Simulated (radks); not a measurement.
Results of a calculation; reference values are marked as such.
Task: Ge V, 28 electrons, occupied as [Ar] 3d10. Level of theory: Dirac Kohn-Sham, PW91, spin-unpolarised, spherical densities, point nucleus (a radial shooting solver on a logarithmic mesh with Libxc functionals). Some entries of the table are withheld. Estimate them.

orbital,occ.,eigenvalue (Ry),r(max) (bohr),<r> (bohr)
1s1/2,2,-809.2430,0.03072,0.04700
2s1/2,2,-104.4276,0.1761,0.2098
2p1/2,2,-93.31115,(1),0.1812
2p3/2,4,-90.96588,(2),0.1848
3s1/2,2,-15.99682,0.5425,0.6236
3p1/2,2,-12.32653,0.5375,0.6384
3p3/2,4,-12.01118,0.5459,0.6489
3d3/2,4,-5.77149,(3),0.7141
3d5/2,6,-5.72744,(4),0.7187

Result: 
(1) 2p1/2 r(max) (bohr): 0.1391
(2) 2p3/2 r(max) (bohr): 0.1421
(3) 3d3/2 r(max) (bohr): 0.5010
(4) 3d5/2 r(max) (bohr): 0.5038
